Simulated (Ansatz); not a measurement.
# Which is lower?

The two ends of one reaction step of Si₂NH₉O₃F₂, closed shell (PBE0-D4/def2-TZVP).

A:

```
atom    x (Å)    y (Å)    z (Å)
 Si1   0.0105   0.6797   1.1276
  O2   0.0027   0.1287  -0.9004
 Si3  -1.0436   0.7702  -2.0389
  F4  -0.4349   2.0896   0.5120
  F5   0.0267   1.1058   2.6973
  O6  -1.1815  -0.4598   1.2081
  H7   1.2523  -1.7736   0.3751
  N8   1.6489   0.1553   1.0192
  H9   0.1830  -0.8519  -0.8981
 O10   0.7399  -2.2877  -0.2793
 H11  -1.0947  -0.2017  -3.1601
 H12  -0.4853   2.0590  -2.5004
 H13  -2.3949   0.9546  -1.4655
 H14  -1.5727  -0.4864   2.0846
 H15   2.2125   0.3606   1.8307
 H16   2.1556   0.3562   0.1712
 H17  -0.0246  -2.5986   0.2169
```

B:

Si1  (-0.194, 0.651, 0.925)
O2  (-0.219, 0.215, -0.738)
Si3  (-1.036, 0.871, -2.001)
F4  (-0.474, 2.205, 0.612)
F5  (0.159, 0.985, 2.521)
O6  (-1.375, -0.436, 1.301)
H7  (1.562, -0.971, 0.571)
N8  (1.615, 0.026, 0.853)
H9  (0.200, -1.649, -0.715)
O10  (0.773, -2.344, -0.343)
H11  (-1.108, -0.169, -3.062)
H12  (-0.312, 2.050, -2.547)
H13  (-2.413, 1.277, -1.624)
H14  (-1.578, -0.429, 2.240)
H15  (2.089, 0.131, 1.743)
H16  (2.132, 0.509, 0.125)
H17  (0.176, -2.922, 0.140)
(Å)

Program: Ansatz 0.2.0. Basis: def2-TZVPP. Cores are frozen in the correlated methods. B3LYP uses VWN-RPA correlation.

Question: Which structure is lower at CCSD(T), and by how much? (An estimate is asked for; the value comes from the calculation.)

Answer: By the calculation: B, by 0.333 eV (electronic energy, against the other). By their contacts, A is a complex of Si₂NH₇O₂F₂ ([NH2][Si]([OH])([F])([F])[OH][SiH3]) + H₂O and B is a complex of Si₂NH₇O₂F₂ ([NH3][Si]([OH])([F])([F])[O][SiH3]) + H₂O.

All methods give the same order:

```
      method  E(B) − E(A) (eV)
       SPW92            -0.306
      PBE-D4            -0.324
     BLYP-D4            -0.311
   r2SCAN-D4            -0.341
      B97M-V            -0.371
     PBE0-D4            -0.342
    B3LYP-D4            -0.328
  r2SCAN0-D4            -0.347
    BHLYP-D4            -0.348
CAM-B3LYP-D4            -0.333
     wB97X-V            -0.338
     wB97M-V            -0.309
      B2PLYP            -0.340
    PBE-QIDH            -0.357
  RPA on PBE            -0.329
          HF            -0.361
         MP2            -0.337
        CCSD            -0.339
     CCSD(T)            -0.333
```

T1 diagnostic: at most 0.012.

Labels in which every atom is bracketed show which atoms are joined, not bond orders.

For scale, one of the runs: CCSD(T)/def2-TZVPP, 396 basis functions, launched by `ansatz run in.yaml --threads 2 --pin off --events-out ev --progress --plain --max-ram 31744MiB --backend cuda --devices 0, --max-vram 18GiB`. Time: 18 s of wall clock on 2 CPU threads of an AMD EPYC 7R13 and a share of one NVIDIA H100; the host was shared. Peak host memory: 1.7 GiB.
